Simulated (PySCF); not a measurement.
# Hg⁺: excitation energy

Hg⁺ [Xe] 4f14 5d10 6s1 (2S) → Hg⁺ [Xe] 4f14 5d10 6p1 (2P), as a difference of total energies. Computed with PySCF 2.14 in ANO-RCC-VTZP (8s7p5d3f1g, 84 functions), with scalar relativity by spin-free X2C-1e. The calculations carry no spin-orbit coupling.

```
   method  excitation energy (eV)  error (eV)
      UHF                   6.611      -0.526
    HSE06                   7.164      +0.027
   revPBE                   7.221      +0.084
BHandHLYP                   7.108      -0.029
```

Reference: 7.137 eV (measured; NIST levels, between the centres of gravity of the two terms).

The basis was made for the ground configuration and has no added diffuse functions, so the excitation energy can come out too high.
